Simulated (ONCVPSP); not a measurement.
**Before and after: ONCV potential for Eu**

ONCVPSP 4.0.1 input, shortened (lines: element, Z, core and valence counts, functional; n l f; lmax; l rc ep ncon nbas qcut; lloc lpopt rc5 dvloc0; l nproj debl; icmod fcfact rcfact), PBE, fully relativistic:

```
  Eu 63.00   10    4        4      upf
    1    0    2.00
    2    0    2.00
    2    1    6.00
    3    0    2.00
    3    1    6.00
    3    2   10.00
    4    0    2.00
    4    1    6.00
    4    2   10.00
    4    3    6.00
    5    0    2.00
    5    1    6.00
    5    2    1.00
    6    0    2.00
    2
    0    2.55    0.00    4    7    5.90
    1    1.50    0.00    3    6    5.10
    2    3.30    0.00    4    9    5.60
    4    5    1.30    0.00
    0    3    3.00
    1    2    2.00
    2    3    2.10
    1    0.60    0.00
```

Open shells are filled in proportion to 2j + 1.

Change: d: qcut 4.4.

Cutoffs: the cutoffs (Ha) at which the residual kinetic energy of the hardest occupied pseudo-wave falls to 1 and 0.1 mHa per electron; they do not see the model core or the augmentation charge, which bear on the density cutoff. Errors are all-electron minus pseudo energies relative to the spin-unpolarised reference configuration.

**Question.** How do hardness, ghosts and transferability respond?

**Answer.** The potential gets neither clearly harder nor softer (40 Ha and 68 Ha → 40 Ha and 68 Ha); a bound ghost appears in d, which as a rule spoils a file; of the 3 tests that both files solve, the error grows in 0 and shrinks in 1 by more than 15 % and 0.3 meV (median size 8.6 → 3.4 meV); the range in which the d5/2 phases agree narrows (upper end at the end of the scan → 0.7); the range in which the d3/2 phases agree narrows (upper end at the end of the scan → 0.7).

| quantity | base | changed |
| --- | --- | --- |
| cutoff, loose | 40 Ha | 40 Ha |
| cutoff, tight | 68 Ha | 68 Ha |
| loose cutoff by channel | s 9.1 Ha, p 40 Ha, d 7.8 Ha | s 9.1 Ha, p 40 Ha, d 6.5 Ha |
| bound ghosts | none | d5/2 |
| GHOST(+) flags under 300 eV | s at 105.9 eV, p1/2 at 227.7 eV | d3/2 at 65.5 eV, s at 105.9 eV, p1/2 at 227.7 eV |
| tests counted as reliable (solved cleanly; for ONCVPSP, near-neutral configurations with less than one 5d electron left out) | 3 of 4 | 3 of 4 |
| error for 5s2 5p6 5d1 6s1, meV [ΔE 6.55 eV] | -3.0 | -3.2 |
| error for 5s2 5p6 5d1 6s0, meV [ΔE 18.48 eV] | -22 | -24 |
| error for 5s2 5p6 5d2 6s1, meV [ΔE 1.61 eV] | -8.6 | -3.4 |
| s: phases at 2.59 bohr within 0.05 rad from the reference energy up to (Ha; the scan ends near 5) | 3.9 | 3.9 |
| p3/2: phases at 1.52 bohr within 0.05 rad from the reference energy up to (Ha; the scan ends near 5) | to the end of the scan | to the end of the scan |
| p1/2: phases at 1.52 bohr within 0.05 rad from the reference energy up to (Ha; the scan ends near 5) | to the end of the scan | to the end of the scan |
| d5/2: phases at 3.34 bohr within 0.05 rad from the reference energy up to (Ha; the scan ends near 5) | to the end of the scan | 0.7 |
| d3/2: phases at 3.34 bohr within 0.05 rad from the reference energy up to (Ha; the scan ends near 5) | to the end of the scan | 0.7 |
| rms error of d²Exc/dni dnj with the model core, mHa | 2.09 | 2.11 |

 A true bound ghost makes a file unfit for plane-wave use even where its test errors are small: the radial tests pick states by their node count and pass the ghost by.
